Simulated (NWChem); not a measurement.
Species: C₂H₆Si₂; SMILES C1=C[SiH2][SiH2]1

```xyz
10

C      0.6780     0.0000     1.2896
C     -0.6780     0.0000     1.2896
Si    -1.1712     0.0000    -0.5364
Si     1.1712     0.0000    -0.5364
H      1.2790     0.0000     2.2093
H     -1.2790     0.0000     2.2093
H     -1.9216     1.2095    -0.9997
H     -1.9216    -1.2095    -0.9997
H      1.9216    -1.2095    -0.9997
H      1.9216     1.2095    -0.9997
```
Atoms are numbered in this order, from 1.

Level: PBE0/def2-SVP (NWChem), optimised geometry, unscaled harmonic frequencies. 

**Question.** List the harmonic frequencies with IR intensities, and the thermochemistry.

**Answer.** 
| frequency (cm⁻¹) | IR intensity (km/mol) |
|---|---|
| 175 | 0.0 |
| 382 | 6.5 |
| 436 | 0.1 |
| 441 | 9.5 |
| 562 | 1.3 |
| 566 | 0.0 |
| 663 | 0.0 |
| 665 | 52.2 |
| 696 | 0.0 |
| 747 | 52.8 |
| 791 | 130.1 |
| 799 | 100.8 |
| 945 | 148.5 |
| 950 | 82.8 |
| 1032 | 0.0 |
| 1064 | 4.6 |
| 1278 | 16.4 |
| 1576 | 0.0 |
| 2211 | 178.7 |
| 2215 | 0.0 |
| 2219 | 56.5 |
| 2223 | 211.1 |
| 3149 | 5.3 |
| 3170 | 18.1 |

* **zero-point energy**: 41.4 kcal/mol
* **thermal correction to the enthalpy at 298.15 K (with zero-point energy)**: 45.4 kcal/mol
* **heat capacity Cv**: 20.8 cal/(mol K)
* **entropy at 298.15 K and 1 atm (symmetry number 2)**: 71.8 cal/(mol K)
* **dipole moment**: 0.47 D

Rigid rotor and harmonic oscillator.
